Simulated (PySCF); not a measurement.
Compound: C7H5NO.
SMILES with atom numbers: `[CH:1]#[C:2][C:3]#[C:4][C:5](=[O:6])[NH:7][CH:8]=[CH2:9]` (hydrogens: H10 on C1; H11 on N7; H12 on C8; H13, H14 on C9)

Geometry (GFN2-xTB, Å), atoms numbered from 1 in this order:
```xyz
14
C7H5NO angstrom
C      4.7456   -1.1009   -0.2617
C      3.6479   -0.6106   -0.1793
C      2.4109   -0.0621   -0.0865
C      1.2866    0.3823   -0.0151
C      0.0007    1.0182    0.0996
O     -0.1478    2.1873    0.3791
N     -1.0288    0.1462   -0.1433
C     -2.3626    0.5115   -0.0937
C     -3.3609   -0.3265   -0.3272
H      5.7034   -1.5220   -0.3320
H     -0.8137   -0.8152   -0.3709
H     -2.5088    1.5526    0.1557
H     -4.3817    0.0005   -0.2775
H     -3.1916   -1.3617   -0.5743
```

Computed at PBE0/pcSseg-1 (PySCF, non-relativistic), with Q(17O) = −0.0256 b, Q(14N) = 0.02044 b: O6, 17O (I = 5/2): χzz = 9.792 MHz, η = 0.014; N7, 14N (I = 1): χzz = -3.987 MHz, η = 0.018.

Task: Where would the pure quadrupole (NQR) lines of 17O at O6 fall for the rigid, isolated species?

Result: From the eigenvalues of H = χ/[4I(2I − 1)] × [3Iz² − I(I + 1) + η(Ix² − Iy²)], steps between neighbouring levels, labelled as for η = 0: ±1/2↔±3/2 1.469 MHz, ±3/2↔±5/2 2.938 MHz (amide oxygen).

Task: Where would the pure quadrupole (NQR) lines of 14N at N7 fall for the rigid, isolated species?

Result: From ν± = (3/4)|χ|(1 ± η/3) and ν0 = |χ|η/2: ν+ 3.009 MHz, ν− 2.972 MHz, ν0 0.037 MHz (amide nitrogen).

In a crystal, neighbours and librations shift these lines. GFN2-xTB bond lengths can be off by several hundredths of an ångström, more for odd bonds, and the gradients follow them. The small basis limits the accuracy of the gradients.

One conformer stands for the species.
